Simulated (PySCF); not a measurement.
C2H2O3Si, SMILES C1(=O)[SiH2]C(=O)O1. Geometry optimised at TPSSh-D3(BJ)/def2-SVP.

Level of theory: TPSSh-D3(BJ)/def2-SVP run with PySCF.

Harmonic wavenumbers (cm⁻¹): 130, 330, 340, 387, 399, 541, 634, 637, 676, 687, 785, 839, 932, 1117, 1873, 1956, 2288, 2309. Rotational constants (GHz): 5.197, 2.613, 1.776; symmetry number 2.

Q: Work out the zero-point energy and the ideal-gas rigid-rotor harmonic-oscillator thermochemistry at 298.15 K and 1 atm.

A: ZPE = ½ Σ hcν = ½ × 16861 cm⁻¹ = 100.85 kJ/mol. H − E(el) = 118.67 kJ/mol. Entropy in J/(mol K): translation 166.44, rotation 107.17, vibration 41.78, total 315.39. G − E(el) = 24.64 kJ/mol. Cp = 95.75 J/(mol K). Modes under 150 cm⁻¹ make the vibrational entropy uncertain.
